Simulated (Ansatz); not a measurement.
Ansatz (a quantum-chemistry and plane-wave program) input file for 2-fluoropent-1-en-3-yne (C₅H₅F), SMILES C=C(F)C#CC, PBE-D3(BJ)/def2-SVP. 

Ansatz 0.2 input:
```yaml
crystal:
  periodic: [false, false, false]
  atoms:
    - {symbol: C, position_ang: [-2.22752956, 0.15069412, 0.19890984]}
    - {symbol: C, position_ang: [-1.03606199, 0.30883650, -0.39012618]}
    - {symbol: F, position_ang: [-0.96185230, 0.89926247, -1.60045615]}
    - {symbol: C, position_ang: [0.22743352, -0.09272749, 0.13600089]}
    - {symbol: C, position_ang: [1.30714033, -0.43181183, 0.57717762]}
    - {symbol: C, position_ang: [2.60039879, -0.83841288, 1.10694590]}
    - {symbol: H, position_ang: [-2.29487616, -0.32536222, 1.17633950]}
    - {symbol: H, position_ang: [-3.13554357, 0.49767977, -0.29703449]}
    - {symbol: H, position_ang: [2.71405890, -1.93494296, 1.08367500]}
    - {symbol: H, position_ang: [2.72316927, -0.50873906, 2.15174411]}
    - {symbol: H, position_ang: [3.42157589, -0.40146842, 0.51593282]}
basis:
  gaussian:
    orbitals: def2-SVP
hamiltonian:
  xc: pbe
  dispersion: d3bj
relax: {f_tol: 0.002, max_steps: 200}
```

Log of the run:

```
WARN ansatz: RAYON_NUM_THREADS=1 ignored (pool sized by the plan → 1); use --threads N
Functional definition: PBE
integrals: 0.05 GiB planned
1228 factors; their error is unknown
mean field: 0.28 GiB planned
mean field evaluation 1: about -7955.1806 eV, gradient 6.3e1 eV
mean field evaluation 2: about -7947.3430 eV, gradient 8.0e1 eV
mean field evaluation 4: about -7965.4973 eV, gradient 5.3e0 eV
mean field evaluation 8: about -7965.5731 eV, gradient 7.3e-2 eV
mean field evaluation 16: about -7965.5196 eV, gradient 1.2e-4 eV
mean field -7965.51957948 eV, -292.7274453227 hartree, gradient 2.5e-5 eV, S^2 0.000000; 0 other end points of the search recorded, 0 dependent functions left out
the calculation of the forces begins
reference -7965.51961270 eV, -292.7274465437 hartree; 22, 22 occupied and 87, 87 virtual orbitals, 1228 factors
relax step   1: F+E_penalty+E_count = -7965.71422511 eV  Δ(F+E_penalty+E_count) = +0.000e0 eV  max|allowed force component| = 1.162e0 eV/Å  Δτ_max = 0.0000 Å  (29 SCF iters, accepted)
these checks for a lower state are left out or cut short: starts, cluster_reference, orbital_swaps, neighbouring_geometries, increment
integrals: 0.05 GiB planned
1228 factors; their error is unknown
mean field: 0.28 GiB planned
mean field -7965.53717379 eV, -292.7280919019 hartree, gradient 2.3e-5 eV, S^2 0.000000; 0 other end points of the search recorded, 0 dependent functions left out
the calculation of the forces begins
reference -7965.53720709 eV, -292.7280931256 hartree; 22, 22 occupied and 87, 87 virtual orbitals, 1228 factors
relax step   2: F+E_penalty+E_count = -7965.73112840 eV  Δ(F+E_penalty+E_count) = -1.690e-2 eV  max|allowed force component| = 1.763e-1 eV/Å  Δτ_max = 0.0155 Å  (35 SCF iters, accepted)
these checks for a lower state are left out or cut short: starts, cluster_reference, orbital_swaps, neighbouring_geometries, increment
integrals: 0.05 GiB planned
1228 factors; their error is unknown
mean field: 0.28 GiB planned
mean field evaluation 32: about -7965.5382 eV, gradient 2.3e-5 eV
mean field -7965.53817505 eV, -292.7281286975 hartree, gradient 2.3e-5 eV, S^2 0.000000; 0 other end points of the search recorded, 0 dependent functions left out
the calculation of the forces begins
reference -7965.53820836 eV, -292.7281299214 hartree; 22, 22 occupied and 87, 87 virtual orbitals, 1228 factors
relax step   3: F+E_penalty+E_count = -7965.73204599 eV  Δ(F+E_penalty+E_count) = -9.176e-4 eV  max|allowed force component| = 3.793e-2 eV/Å  Δτ_max = 0.0032 Å  (34 SCF iters, accepted)
these checks for a lower state are left out or cut short: starts, cluster_reference, orbital_swaps, neighbouring_geometries, increment
integrals: 0.05 GiB planned
1228 factors; their error is unknown
mean field: 0.28 GiB planned
mean field -7965.53821739 eV, -292.7281302533 hartree, gradient 9.9e-6 eV, S^2 0.000000; 0 other end points of the search recorded, 0 dependent functions left out
the calculation of the forces begins
reference -7965.53825069 eV, -292.7281314770 hartree; 22, 22 occupied and 87, 87 virtual orbitals, 1228 factors
relax step   4: F+E_penalty+E_count = -7965.73209393 eV  Δ(F+E_penalty+E_count) = -4.794e-5 eV  max|allowed force component| = 1.489e-2 eV/Å  Δτ_max = 0.0011 Å  (24 SCF iters, accepted)
these checks for a lower state are left out or cut short: starts, cluster_reference, orbital_swaps, neighbouring_geometries, increment
integrals: 0.05 GiB planned
1228 factors; their error is unknown
mean field: 0.28 GiB planned
mean field -7965.53822074 eV, -292.7281303764 hartree, gradient 1.1e-5 eV, S^2 0.000000; 0 other end points of the search recorded, 0 dependent functions left out
the calculation of the forces begins
reference -7965.53825404 eV, -292.7281316001 hartree; 22, 22 occupied and 87, 87 virtual orbitals, 1228 factors
relax step   5: F+E_penalty+E_count = -7965.73210201 eV  Δ(F+E_penalty+E_count) = -8.075e-6 eV  max|allowed force component| = 6.890e-3 eV/Å  Δτ_max = 0.0018 Å  (25 SCF iters, accepted)
these checks for a lower state are left out or cut short: starts, cluster_reference, orbital_swaps, neighbouring_geometries, increment
integrals: 0.05 GiB planned
1228 factors; their error is unknown
mean field: 0.28 GiB planned
mean field -7965.53822541 eV, -292.7281305480 hartree, gradient 1.4e-5 eV, S^2 0.000000; 0 other end points of the search recorded, 0 dependent functions left out
the calculation of the forces begins
reference -7965.53825871 eV, -292.7281317718 hartree; 22, 22 occupied and 87, 87 virtual orbitals, 1228 factors
[...]
reference -7965.53832006 eV, -292.7281340264 hartree; 22, 22 occupied and 87, 87 virtual orbitals, 1228 factors
relax step  17: F+E_penalty+E_count = -7965.73215151 eV  Δ(F+E_penalty+E_count) = -5.626e-6 eV  max|allowed force component| = 5.352e-3 eV/Å  Δτ_max = 0.0027 Å  (24 SCF iters, accepted)
these checks for a lower state are left out or cut short: starts, cluster_reference, orbital_swaps, neighbouring_geometries, increment
integrals: 0.05 GiB planned
1228 factors; their error is unknown
mean field: 0.28 GiB planned
mean field evaluation 128: about -7965.5383 eV, gradient 2.4e-5 eV
mean field -7965.53828895 eV, -292.7281328830 hartree, gradient 2.4e-5 eV, S^2 0.000000; 0 other end points of the search recorded, 0 dependent functions left out
the calculation of the forces begins
reference -7965.53832217 eV, -292.7281341039 hartree; 22, 22 occupied and 87, 87 virtual orbitals, 1228 factors
relax step  18: F+E_penalty+E_count = -7965.73215591 eV  Δ(F+E_penalty+E_count) = -4.392e-6 eV  max|allowed force component| = 2.524e-3 eV/Å  Δτ_max = 0.0075 Å  (33 SCF iters, accepted)
these checks for a lower state are left out or cut short: starts, cluster_reference, orbital_swaps, neighbouring_geometries, increment
integrals: 0.05 GiB planned
1228 factors; their error is unknown
mean field: 0.28 GiB planned
mean field -7965.53829195 eV, -292.7281329934 hartree, gradient 2.3e-5 eV, S^2 0.000000; 0 other end points of the search recorded, 0 dependent functions left out
the calculation of the forces begins
reference -7965.53832515 eV, -292.7281342135 hartree; 22, 22 occupied and 87, 87 virtual orbitals, 1228 factors
relax step  19: F+E_penalty+E_count = -7965.73216206 eV  Δ(F+E_penalty+E_count) = -6.158e-6 eV  max|allowed force component| = 3.272e-3 eV/Å  Δτ_max = 0.0205 Å  (32 SCF iters, accepted)
these checks for a lower state are left out or cut short: starts, cluster_reference, orbital_swaps, neighbouring_geometries, increment
integrals: 0.05 GiB planned
1228 factors; their error is unknown
mean field: 0.28 GiB planned
mean field -7965.53829365 eV, -292.7281330558 hartree, gradient 2.4e-5 eV, S^2 0.000000; 0 other end points of the search recorded, 0 dependent functions left out
the calculation of the forces begins
reference -7965.53832684 eV, -292.7281342756 hartree; 22, 22 occupied and 87, 87 virtual orbitals, 1228 factors
relax step  20: F+E_penalty+E_count = -7965.73216344 eV  Δ(F+E_penalty+E_count) = -1.373e-6 eV  max|allowed force component| = 6.411e-3 eV/Å  Δτ_max = 0.0164 Å  (32 SCF iters, accepted)
these checks for a lower state are left out or cut short: starts, cluster_reference, orbital_swaps, neighbouring_geometries, increment
integrals: 0.05 GiB planned
1228 factors; their error is unknown
mean field: 0.28 GiB planned
mean field -7965.53829590 eV, -292.7281331384 hartree, gradient 2.4e-5 eV, S^2 0.000000; 0 other end points of the search recorded, 0 dependent functions left out
the calculation of the forces begins
reference -7965.53832909 eV, -292.7281343582 hartree; 22, 22 occupied and 87, 87 virtual orbitals, 1228 factors
relax step  21: F+E_penalty+E_count = -7965.73216558 eV  Δ(F+E_penalty+E_count) = -2.139e-6 eV  max|allowed force component| = 2.627e-3 eV/Å  Δτ_max = 0.0012 Å  (23 SCF iters, accepted)
these checks for a lower state are left out or cut short: starts, cluster_reference, orbital_swaps, neighbouring_geometries, increment
integrals: 0.05 GiB planned
1228 factors; their error is unknown
mean field: 0.28 GiB planned
mean field -7965.53829864 eV, -292.7281332391 hartree, gradient 2.4e-5 eV, S^2 0.000000; 0 other end points of the search recorded, 0 dependent functions left out
the calculation of the forces begins
reference -7965.53833183 eV, -292.7281344589 hartree; 22, 22 occupied and 87, 87 virtual orbitals, 1228 factors
relax step  22: F+E_penalty+E_count = -7965.73216743 eV  Δ(F+E_penalty+E_count) = -1.849e-6 eV  max|allowed force component| = 1.349e-3 eV/Å  Δτ_max = 0.0056 Å  (33 SCF iters, accepted)
these checks for a lower state are left out or cut short: starts, cluster_reference, orbital_swaps, neighbouring_geometries, increment
integrals: 0.05 GiB planned
1228 factors; their error is unknown
mean field: 0.28 GiB planned
mean field evaluation 160: about -7965.5383 eV, gradient 1.1e-3 eV
mean field -7965.53830190 eV, -292.7281333592 hartree, gradient 2.3e-5 eV, S^2 0.000000; 0 other end points of the search recorded, 0 dependent functions left out
the calculation of the forces begins
reference -7965.53833510 eV, -292.7281345790 hartree; 22, 22 occupied and 87, 87 virtual orbitals, 1228 factors
relax step  23: F+E_penalty+E_count = -7965.73216916 eV  Δ(F+E_penalty+E_count) = -1.732e-6 eV  max|allowed force component| = 2.004e-3 eV/Å  Δτ_max = 0.0126 Å  (32 SCF iters, accepted)
these checks for a lower state are left out or cut short: starts, cluster_reference, orbital_swaps, neighbouring_geometries, increment
integrals: 0.05 GiB planned
1228 factors; their error is unknown
mean field: 0.28 GiB planned
mean field -7965.53830115 eV, -292.7281333317 hartree, gradient 2.3e-5 eV, S^2 0.000000; 0 other end points of the search recorded, 0 dependent functions left out
the calculation of the forces begins
reference -7965.53833435 eV, -292.7281345517 hartree; 22, 22 occupied and 87, 87 virtual orbitals, 1228 factors
relax step  24: F+E_penalty+E_count = -7965.73216491 eV  Δ(F+E_penalty+E_count) = +4.250e-6 eV  max|allowed force component| = 8.308e-3 eV/Å  Δτ_max = 0.0205 Å  (31 SCF iters, rejected (line search))
these checks for a lower state are left out or cut short: starts, cluster_reference, orbital_swaps, neighbouring_geometries, increment
integrals: 0.05 GiB planned
1228 factors; their error is unknown
mean field: 0.28 GiB planned
mean field -7965.53830358 eV, -292.7281334210 hartree, gradient 2.3e-5 eV, S^2 0.000000; 0 other end points of the search recorded, 0 dependent functions left out
the calculation of the forces begins
reference -7965.53833678 eV, -292.7281346408 hartree; 22, 22 occupied and 87, 87 virtual orbitals, 1228 factors
relax step  25: F+E_penalty+E_count = -7965.73217019 eV  Δ(F+E_penalty+E_count) = -1.034e-6 eV  max|allowed force component| = 1.783e-3 eV/Å  Δτ_max = 0.0100 Å  (32 SCF iters, accepted)
integrals: 0.05 GiB planned
1228 factors; their error is unknown
mean field: 0.28 GiB planned
mean field evaluation 192: about -7965.5383 eV, gradient 2.6e-3 eV
mean field -7965.53830358 eV, -292.7281334210 hartree, gradient 2.4e-5 eV, S^2 0.000000; 1 other end points of the search recorded, 0 dependent functions left out
the calculation of the forces begins
reference -7965.53833678 eV, -292.7281346408 hartree; 22, 22 occupied and 87, 87 virtual orbitals, 1228 factors
Total energy: -7965.73220339 eV, -292.7352591072 hartree
Atom 0 at    -2.243692     0.120841     0.182308 Å, force     0.000141     0.000205    -0.000190 eV/Å
Atom 1 at    -1.035138     0.337502    -0.377971 Å, force    -0.000364     0.000455    -0.001408 eV/Å
Atom 2 at    -0.951629     1.008583    -1.553719 Å, force     0.000084    -0.000469     0.001053 eV/Å
Atom 3 at     0.224904    -0.075356     0.144567 Å, force    -0.000115    -0.000453     0.001152 eV/Å
Atom 4 at     1.316412    -0.425259     0.583802 Å, force     0.000070     0.000439    -0.000893 eV/Å
Atom 5 at     2.606679    -0.841140     1.106818 Å, force     0.001783    -0.000554     0.001019 eV/Å
Atom 6 at    -2.319527    -0.421116     1.133023 Å, force     0.000280     0.000171    -0.000296 eV/Å
Atom 7 at    -3.154529     0.486519    -0.312023 Å, force    -0.000148    -0.000175     0.000295 eV/Å
Atom 8 at     2.665661    -1.945460     1.207904 Å, force    -0.000090     0.001536    -0.000145 eV/Å
Atom 9 at     2.798140    -0.401697     2.108543 Å, force    -0.000361    -0.000658    -0.001556 eV/Å
Atom 10 at     3.430632    -0.520409     0.435856 Å, force    -0.001279    -0.000496     0.000970 eV/Å
Dipole moment:     0.265098    -0.206978     0.318066 e Å
```

The calculation finished and met its thresholds.

Cost: about 110 core-seconds (a rough figure).
